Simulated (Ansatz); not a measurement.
Ansatz (a program for electronic structure) input for C2H7BClN, SMILES CN(C)BCl, PBE/def2-SVPD. The structure is a stationary point at B3LYP-D3(BJ)/def2-SVP. The structure was generated by enumeration, and PubChem lists no compound with its InChIKey, so it may never have been made. One conformer was computed; it need not be the lowest.

Ansatz 0.2 input:
```yaml
crystal:
  periodic: [false, false, false]
  atoms:
    - {symbol: B, position_ang: [0.80116244, 0.32671867, -0.00000000]}
    - {symbol: H, position_ang: [2.00214650, 0.28807109, -0.00000000]}
    - {symbol: Cl, position_ang: [0.02358063, 1.93281714, 0.00000000]}
    - {symbol: N, position_ang: [0.05639657, -0.85050326, -0.00000000]}
    - {symbol: C, position_ang: [-1.39435606, -0.92790587, -0.00000000]}
    - {symbol: C, position_ang: [0.70982219, -2.14929831, 0.00000000]}
    - {symbol: H, position_ang: [-1.75597504, -1.47129810, -0.89127377]}
    - {symbol: H, position_ang: [-1.75597504, -1.47129810, 0.89127377]}
    - {symbol: H, position_ang: [-1.82915154, 0.07825734, 0.00000000]}
    - {symbol: H, position_ang: [0.42224749, -2.73627619, 0.89106510]}
    - {symbol: H, position_ang: [0.42224749, -2.73627618, -0.89106510]}
    - {symbol: H, position_ang: [1.80020442, -2.02591676, -0.00000000]}
basis:
  gaussian:
    orbitals: def2-SVPD
hamiltonian:
  xc: {name: PBE}
```

Program output:

```
WARN ansatz: RAYON_NUM_THREADS=1 ignored (pool sized by the plan → 1); use --threads N
Functional definition: PBE
integrals: 0.10 GiB planned
1396 factors; their error is unknown
mean field: 0.67 GiB planned
mean field evaluation 1: about -16852.1302 eV, gradient 6.1e1 eV
mean field evaluation 2: about -16825.7702 eV, gradient 1.2e2 eV
mean field evaluation 4: about -16861.3715 eV, gradient 7.3e0 eV
mean field evaluation 8: about -16861.4238 eV, gradient 3.1e-1 eV
mean field evaluation 16: about -16861.4240 eV, gradient 6.8e-5 eV
mean field -16861.42400013 eV, -619.6459029210 hartree, gradient 6.8e-5 eV, S^2 0.000000; 0 other end points of the search recorded, 0 dependent functions left out
reference -16861.42405027 eV, -619.6459047637 hartree; 24, 24 occupied and 139, 139 virtual orbitals, 1396 factors
Total energy: -16861.42405027 eV, -619.6459047637 hartree
```

Self-consistency was reached.

Cost: around 3 core-seconds (rough).
